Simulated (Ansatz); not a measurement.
Reaction (atomization): `[OH][GeH]([SH])[CH2]F` → C• + F• + Ge• + 5 H• + O• + S•

Computed with Ansatz on PBE0-D4/def2-TZVP structures; ΔE is electronic, products minus reactants. CCSD(T)/CBS adds triple-zeta CCSD(T) − MP2 to the extrapolated MP2 energy (def2 sets, frozen cores). This one scheme is used for every species, atoms too. Functionals use def2-TZVPP. B3LYP here is the variant with VWN-RPA as its local correlation; programs differ in this. No spin–orbit coupling; open shells (•) take unrestricted orbitals. Spin–orbit coupling would lower the free atoms: a little for C, F, O, S; clearly for Ge. For Ge outer-core shells are correlated without core-valence functions, so the limit isn't a true one: a few kJ/mol of doubt a bond, and 10 to 20 or more in all where bonds break to atoms. Scalar relativity is left out up to krypton. Each species was taken in one conformer, which may not be the lowest.

```csv
level,ΔE (kJ/mol),difference from CCSD(T)/CBS
PBE-D4,3430.5,49.9
r2SCAN-D4,3378.7,-1.9
PBE0-D4,3349.5,-31.1
B3LYP-D4,3342.0,-38.6
ωB97X-V,3385.1,4.5
ωB97M-V,3369.0,-11.6
B2PLYP,3316.2,-64.4
PBE,3408.8,28.2
r2SCAN,3373.4,-7.2
PBE0,3331.0,-49.6
B3LYP,3307.0,-73.6
HF/def2-TZVPP,2331.3,-1049.3
MP2/def2-TZVPP,3355.9,-24.7
SCS-MP2/def2-TZVPP,3326.4,-54.2
CCSD/def2-TZVPP,3231.1,-149.5
CCSD(T)/def2-TZVPP,3290.9,-89.7
HF/def2-QZVPP,2333.8,-1046.8
MP2/def2-QZVPP,3408.2,27.6
SCS-MP2/def2-QZVPP,3386.1,5.5
HF/CBS(def2),2334.2,-1046.4
MP2/CBS(def2),3445.6,65.0
CCSD/CBS(def2),3320.8,-59.8
CCSD(T)/CBS,3380.6,0
```

Largest T1 diagnostic among the species: 0.012.

The D4 term adds +35.0 kJ/mol with B3LYP and +18.5 kJ/mol with PBE0; it sums over pairs of atoms, weighted by their polarisabilities, and B3LYP, whose exchange is more repulsive, gets the larger term. From PBE to PBE0 (25 % exact exchange), in def2-TZVPP and without D4, ΔE moves by −77.8 kJ/mol: exact exchange takes away binding that semilocal exchange gives to molecules. In def2-TZVPP, CCSD(T) changes the Hartree–Fock value by +959.6 kJ/mol (the triples alone add +59.8 kJ/mol) and MP2 by +1024.6 kJ/mol; breaking electron pairs costs correlation energy, which Hartree–Fock lacks.

For atomizations the MP2-based limit and the directly extrapolated one differ by several kJ/mol either way, and by 10 to 25 for some Ge, Se and Sn compounds, so smaller differences from it don't rank the levels.
